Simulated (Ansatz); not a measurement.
```yaml
crystal:
  periodic: [true, true, true]
  atoms:
    - {symbol: F, position_ang: [1.731238, -1.563197, 0.478567]}
    - {symbol: C, position_ang: [0.550637, -1.615280, -0.194814]}
    - {symbol: F, position_ang: [-0.416568, -1.873247, 0.729979]}
    - {symbol: C, position_ang: [0.289533, -0.316042, -0.908064]}
    - {symbol: C, position_ang: [0.292422, 0.916756, -0.014078]}
    - {symbol: C, position_ang: [-0.948452, 1.085514, 0.824186]}
    - {symbol: F, position_ang: [-0.873096, 2.264222, 1.497053]}
    - {symbol: F, position_ang: [-2.047645, 1.154389, 0.021699]}
    - {symbol: H, position_ang: [0.592472, -2.472930, -0.873546]}
    - {symbol: H, position_ang: [-0.660998, -0.405883, -1.439995]}
    - {symbol: H, position_ang: [1.069703, -0.214157, -1.666832]}
    - {symbol: H, position_ang: [1.155866, 0.905791, 0.654786]}
    - {symbol: H, position_ang: [0.371505, 1.813991, -0.633434]}
    - {symbol: H, position_ang: [-1.119618, 0.290772, 1.553190]}
basis:
  gaussian: {orbitals: def2-SVP}
hamiltonian: {xc: {name: B3LYP5}}
output: {forces: true}
```

```sh
$ ansatz run in.yaml --threads 2 --pin off --events-out ev --progress --plain --max-ram 32768MiB --backend cpu
```

Output, abridged:

```
Error: YAML parse error: error: line 2 column 3: crystal: missing field `lattice` (a structure is typed as `lattice` and `atoms`, a molecule's as `atoms` in Å alone, or read from a run's directory, `checkpoint`)
 --> <input>:2:3
1 | crystal:
2 |   periodic: [true, true, true]
3 |   atoms:
4 |     - {symbol: F, position_ang: [1.731238, -1.563197, 0.478567]}
```

(1) Something in this input is off. What?

Results:

(1) The molecule is marked periodic without a cell. The program refused the input.

B3LYP here is the variant with VWN-RPA as its local correlation; programs differ in this.
